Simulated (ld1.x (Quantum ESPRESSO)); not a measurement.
Values are calculated unless marked as measured or tabulated.
Hardness and transferability of assorted potentials

Generated with ld1.x 7.5 (TM, RRKJ, ultrasoft, PAW), atompaw 4.2 or ONCVPSP 4.0.1. The cutoff is in Ry: for ld1.x and atompaw files where the sum of valence levels is converged to 10 mRy in a Bessel basis, for ONCV files where the hardest occupied wave has 1 mHa per electron of residual kinetic energy. The error is the largest all-electron minus pseudo excitation energy over each file’s own four to seven test configurations (ionisations up to +4, promotions, holes and added fractions of an electron), all of which were solved. The labels leave out finer settings (local radius, basis sizes, second energies), which also bear on the numbers. Spin-polarised tests are not counted. The rows are a selection from randomly drawn settings: files with unsolved tests, undetermined cutoffs or missed reference levels are left out.

A true bound ghost makes a file unfit for plane-wave use even where its test errors are small: the radial tests pick states by their node count and pass the ghost by.

```tsv
element	potential	cutoff (Ry)	largest error (meV)	bound ghosts
Be	TM, PBE, non-relativistic, rc 1.55/4.20 (sp), local smoothed, core correction yes, reference 2s1 2p0	10	+136	none
P	TM semilocal, PBE, scalar-relativistic, rc 1.10/1.30 (sp), local p, core correction no, reference 3s2 3p2	70	+214	none
Re	TM, LDA (PZ), scalar-relativistic, rc 1.60/2.05/2.05 (spd), local smoothed, core correction yes, reference 5s2 5p6 5d5 6s0 6p0	60	+124	none
Os	TM, LDA (PZ), scalar-relativistic, rc 2.10/1.25/2.20 (spd), local s, core correction yes, reference 5p6 5d6 6s0.5 6p0	110	-352	none
Pb	ultrasoft, PBE, scalar-relativistic, rc 2.15/2.65 (sp), local smoothed, core correction no, reference 6s2 6p2	6	+236	d
```

Fill in the row for P: ultrasoft, PBEsol, scalar-relativistic, rc 1.50/1.90 (sp), local smoothed, core correction yes, reference 3s1.5 3p3.5.

cutoff 15 Ry, largest error +70 meV, bound ghosts: none.
